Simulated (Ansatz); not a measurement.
Wavefunction ladder for CH₃FN₂Si, SMILES `N[Si]1(F)C=N1`

```xyz
8

N    -1.248    0.701   -0.393
Si    0.108   -0.284   -0.323
F    -0.038   -1.300   -1.531
C     1.184   -0.567    1.021
N     1.687    0.263    0.145
H    -1.406    1.468    0.236
H    -1.950    0.604   -1.105
H     1.664   -0.886    1.950
```

Charge 0, multiplicity 1. The structure was optimised at the PBE0-D4/def2-TZVP level. It is one conformer, not always the lowest. Frozen core, restricted reference, Ansatz. CBS rows extrapolate triple and quadruple zeta; past MP2 they add the triple-zeta difference.

```json
{"basis": "def2-SVP", "HF (Eh)": "-536.62895", "MP2 corr.": "-0.72243"}
{"basis": "def2-TZVPP", "HF (Eh)": "-537.05583", "MP2 corr.": "-0.91462"}
{"basis": "def2-QZVPP", "HF (Eh)": "-537.07722", "MP2 corr.": "-0.98732"}
```

Problem. Estimate the CCSD correlation energy and the (T) correction in each basis where they were run (hartree).

Solution. 
```json
{"basis": "def2-SVP", "CCSD corr.": "-0.74909", "(T)": "-0.02239"}
{"basis": "def2-TZVPP", "CCSD corr.": "-0.93213", "(T)": "-0.03868"}
{"basis": "CBS(def2)", "CCSD corr.": "-1.05867", "(T)": "as TZ"}
```
